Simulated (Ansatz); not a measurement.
`Cl[SiH2][ZnH]` + `[OH][SnH3]` → `Cl[SiH2][O][SnH3]` + `[ZnH2]`  (cleavage of the Si–Zn bond)

Computed with Ansatz on PBE0-D4/def2-TZVP structures; ΔE is electronic, products minus reactants. CBS: MP2 limit from def2 TZ/QZ plus the TZ coupled-cluster correction, frozen cores. def2 core potentials past Kr. For Sn, Zn outer-core shells are correlated without core-valence functions, which leaves a few kJ/mol of doubt a bond. Scalar relativity is left out up to krypton. Each species was taken in one conformer, which may not be the lowest.

| species | CCSD(T)/CBS(def2) energy (Eh) |
| --- | --- |
| `Cl[SiH2][ZnH]` | -2529.06736 |
| `[OH][SnH3]` | -291.59405 |
| `Cl[SiH2][O][SnH3]` | -1041.15877 |
| `[ZnH2]` | -1779.54550 |

(1) Work out ΔE.

Largest T1 diagnostic among the species: 0.016.

## Answers

(1) ΔE = (-1041.15877) + (-1779.54550) − (-2529.06736) − (-291.59405) = -0.04286 Eh = -112.5 kJ/mol.

The D4 term adds −8.6 kJ/mol with B3LYP and −4.7 kJ/mol with PBE0; it sums over pairs of atoms, weighted by their polarisabilities, and B3LYP, whose exchange is more repulsive, gets the larger term. In def2-TZVPP, CCSD(T) changes the Hartree–Fock value by +13.3 kJ/mol (the triples alone add +1.3 kJ/mol) and MP2 by +7.4 kJ/mol.

B3LYP here is the variant with VWN-RPA as its local correlation; programs differ in this.
